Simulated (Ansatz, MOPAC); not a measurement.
System: GaCl2, net charge 1, singlet state. SMILES: [Cl][Ga+][Cl]
Coordinates optimised at B3LYP-D3(BJ)/def2-TZVP (Ansatz, a first-principles code):
```xyz
3

Ga     0.0000     0.0000     0.0000
Cl     0.0000     0.0000    -2.0381
Cl     0.0000     0.0000     2.0381
```
Charge +1, spin multiplicity 1.

Wanted: vertical electron affinity to the doublet, in eV. Set-up: non-relativistic; open shells spin-unrestricted; no dispersion term unless named; no spin-orbit coupling; each state is the SCF solution reached for its charge and spin; six Cartesian d functions in 6-31G* and its kin unless marked 5d. First-principles rows: single points at B3LYP-D3(BJ) geometries (Ansatz). Semi-empirical rows: differences of heats of formation at the shared geometry for vertical values. The spin state of an ion or metal species was assumed, not searched.

```tsv
species	coefficient	E at HF/6-31G* (Ansatz), Eh	E at wB97X-V/def2-TZVPD (Ansatz), Eh	heat of formation at AM1 (MOPAC), kcal/mol
charge 0, doublet	-1	-2841.96471	-2844.99892	-50.68
charge 1, singlet	+1	-2841.73676	-2844.74863	175.11
```

 1 Eh = 27.2114 eV and 1 eV = 23.0605 kcal/mol.

Problem. Compute it at each level from the table.

Solution. 
- HF/6-31G*: the sum of coefficient times E is 0.22795 Eh, or 6.203 eV. Result: 6.20 eV.
- wB97X-V/def2-TZVPD: the sum of coefficient times E is 0.25029 Eh, or 6.811 eV. Result: 6.81 eV.
- AM1: the sum of coefficient times heat of formation is 225.79 kcal/mol, or 9.79 eV.
